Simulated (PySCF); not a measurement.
# Identify the compound

The spectra below were simulated for a compound C6H6BrN.

1H NMR (600 MHz, computed): δ 7.26 (d, J = 9.8 Hz, 2H), 6.47 (d, J = 9.8 Hz, 2H), 3.07 (br s, 2H).

13C{1H} NMR (computed): δ 150.1 (C), 138.9 (CH), 127.0 (C), 117.6 (CH).

PySCF 2.14.0 with density-fitted response routines calculation with coordinates at the PBE0-D3(BJ)/def2-SVP level, J couplings at B3LYP/pcJ-1 (pcSseg-1 on Br) (spin–dipole term only in couplings to heteroatoms) and σ from GIAO-PBE0/pcSseg-1; relativity neglected, fast rotation and ring inversion assumed for equivalent nuclei, no solvent model, one computed conformer.

References, each an isolated molecule treated in the same way: 1H, 13C against TMS.

Task: Deduce the structure.

Result: 
- Rings plus π bonds: 4 (1 ring in the answer).
- 4 carbon signals for 6 carbons: some carbons are equivalent by symmetry or fast rotation.
- Carbon types of the structure: 2 × C, 4 × CH, leaving 2 H on heteroatoms.
- δC 150.1: aromatic carbon bearing nitrogen; σ withdrawal by the attached heteroatom moves it downfield of the ring CH carbons.
- δC 138.9, 117.6: aromatic CH.
- δC 127.0: aromatic carbon bearing bromine.
- δH 7.26, 6.47: hydrogen on an aromatic CH.
- δH 3.07: hydrogen on an aniline-type nitrogen; labile proton, position sensitive to the medium.
- The protons at 6.47 and 7.26 share a coupling of 9.8 Hz (vicinal, an ortho-type coupling).

Structure: SMILES C1(Br)=CC=C(N)C=C1.

The data come from this structure; uniqueness wasn't tested.

The calculation has no spin–orbit term, so carbons bonded to Br come out too deshielded (the heavy-atom effect is absent). OH/NH shifts are gas-phase values; hydrogen bonding in solution moves them, usually downfield. Multiplet labels drop couplings under 1 Hz and merge nearly equal ones. Couplings among chemically equivalent protons are left out too, so labels in AA′BB′ or AA′XX′ sets are apparent multiplicities. Unscaled 3J(H,H) at this level run about 10 % above measured values. Shifts are as computed. Against solution values, carbons near 30 ppm lie about +2 ppm off and those near 130 ppm about +5 ppm; carbons on Br a further +13 ppm. Of 1211 compounds with measured shifts, 218 miss one by over three times the rms of a fit or turn the order of signals round; such compounds aren't used in these exercises.
